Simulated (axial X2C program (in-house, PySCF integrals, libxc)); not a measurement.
## Spin–orbit effects down a group: molecules with Cl (ions), MP2

Computed with an axial X2C code built on PySCF integrals, spin-free (one-electron X2C) or two-component (2c: spin–orbit coupling with atomic mean-field Coulomb and Gaunt terms, which also bring small scalar terms), in Dyall basis sets with cores contracted in-house; open shells are unrestricted.

Basis sets: Be dyall-cv3z, Ca dyall-cv3z, Cl dyall-av3z, Mg dyall-cv3z, Sr dyall-cv3z. Frozen shells (counts by l): BeCl⁺ Cl 2s1p, Be 1s, 8 electrons correlated; MgCl⁺ Cl 2s1p, Mg 2s1p, 8 electrons correlated; CaCl⁺ Ca 3s2p, Cl 2s1p, 8 electrons correlated; SrCl⁺ Sr 4s3p1d, Cl 2s1p, 8 electrons correlated. Where the outer core of a metal is frozen, bonds come out longer and ionisation energies lower.

```tsv
molecule	spin-free state	Re (Å)	ωe (cm⁻¹)	De (eV)	2c state	Re 2c (Å)	ωe 2c (cm⁻¹)	De 2c (eV)
BeCl⁺	M_S = 0, Λ = 0	1.727	1016.1	4.52	Ω = 0	1.727	1015.8	4.48
MgCl⁺	?	?	?	?	?	?	?	?
CaCl⁺	M_S = 0, Λ = 0	2.383	429.9	4.29	Ω = 0	2.383	429.9	4.25
SrCl⁺	M_S = 0, Λ = 0	2.524	349.5	4.42	Ω = 0	2.524	349.5	4.38
```

Task: Estimate the 2c Re and ωe of MgCl⁺ as the mean of its neighbours in the table.

Result: Re ≈ 2.055 Å, ωe ≈ 722.8 cm⁻¹. The MP2 runs give the row below, so the estimate misses by -0.062 Å and 162.5 cm⁻¹.

| molecule | spin-free state | Re (Å) | ωe (cm⁻¹) | De (eV) | 2c state | Re 2c (Å) | ωe 2c (cm⁻¹) | De 2c (eV) |
| --- | --- | --- | --- | --- | --- | --- | --- | --- |
| MgCl⁺ | M_S = 0, Λ = 0 | 2.117 | 560.4 | 3.28 | Ω = 0 | 2.117 | 560.3 | 3.24 |

Fragments in 2c: Cl + Be+, Cl + Mg+, Ca+ + Cl, Sr+ + Cl. Each entry is the lowest single determinant of a limited PBE0 search at one distance. De goes to single-determinant-based atoms at the same level (for ions the charge split of lowest energy) and is withheld (n/a) where an atom does not fit its ground term or J level. Main or longest-lived isotopes.
